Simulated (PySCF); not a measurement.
A run for PySCF: R-HF/3-21G on BeFHO (SMILES [OH][Be][F]), a point of a bond scan (R = 1.669 Å).

```python
from pyscf import gto, scf, dft, mp
from pyscf.data.elements import chemcore

mol = gto.M(
    atom='''
    Be    0.02934244    0.01481768   -0.02556009
    F     0.98280109    0.52800817   -0.89505489
    O    -0.99864586   -0.46736623    0.82454057
    H    -0.95448776   -1.52620048    2.11406176
    ''',
    basis='3-21g',
    charge=0, spin=0, verbose=3, max_memory=1800)
mf = scf.RHF(mol)
mf.conv_tol = 1e-8
mf.max_cycle = 100
mf.kernel()
if not mf.converged:
    mf = mf.newton().run(mf.mo_coeff, mf.mo_occ)
```

**Question.** What total energy does the run end on?

**Answer.** -188.4815 hartree.
